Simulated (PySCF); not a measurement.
Ga(OH)2(PH2) (GaH4O2P), SMILES [OH][Ga]([OH])[PH2]. Heavy atoms are numbered as in [Ga:1]([OH:2])([OH:4])[PH2:6]. Hydrogens are named by the atom that carries them.

The structure is a stationary point at ωB97X-D3(BJ)/def2-SVP. The structure was generated by enumeration; whether it is a known compound was not checked. One conformer was computed; it need not be the lowest.

All values below come from PBE/def2-TZVP run with PySCF.

Atomic charges (e), one atom of each kind:

| atom | IAO | Mulliken |
|---|---|---|
| Ga1 | 0.84 | 0.46 |
| O2 (OH) | -0.74 | (withheld) |
| H on O2 | 0.35 | (withheld) |
| P6 (PH2) | -0.12 | (withheld) |
| H on P6 | 0.02 | 0.10 |

**Question.** Fill in the missing entries. (The exact figures need the calculation; the answer reports its results.)

**Answer.** 
- O2 (OH), Mulliken: -0.50
- H on O2, Mulliken: 0.29
- P6 (PH2), Mulliken: -0.24
